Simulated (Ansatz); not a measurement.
Diatomic RuS, multiplicity 7 (an upper state: multiplicity 5 came lower at CCSD(T)/def2-TZVPP on PBE0 minima). No spin–orbit coupling.

The constants come from a fifth-degree fit in 1/R (seven points, main isotopes). Runs in def2 and cc sets follow the lowest solution found near the PBE0 minimum.

Programs: Ansatz (an electronic-structure program) with Gaussian orbitals.  In def2 rows elements past Kr take small-core potentials, without spin–orbit coupling.

Energies at wB97X-V/def2-TZVPP:

| R (Å) | E (hartree) |
|---|---|
| 2.018534 | -492.87004071 |
| 2.072796 | -492.87548717 |
| 2.122716 | -492.87785998 |
| 2.179148 | -492.87813520 |
| 2.235581 | -492.87643128 |
| 2.300695 | -492.87265607 |
| 2.376661 | -492.86659084 |

Task: With a reduced mass of 24.3366 u, find the minimum, the force constant and the constants.

Result: A fifth-degree polynomial in 1/R puts the minimum at r_e = 2.1573 Å with force constant 300 N/m. Then ω_e = (1/2πc)√(k/μ) = 457 cm⁻¹ and B_e = h/(8π²cμr_e²) = 0.1488 cm⁻¹; the cubic and quartic terms give α_e = 0.00070 and ω_e x_e = 1.9 cm⁻¹.
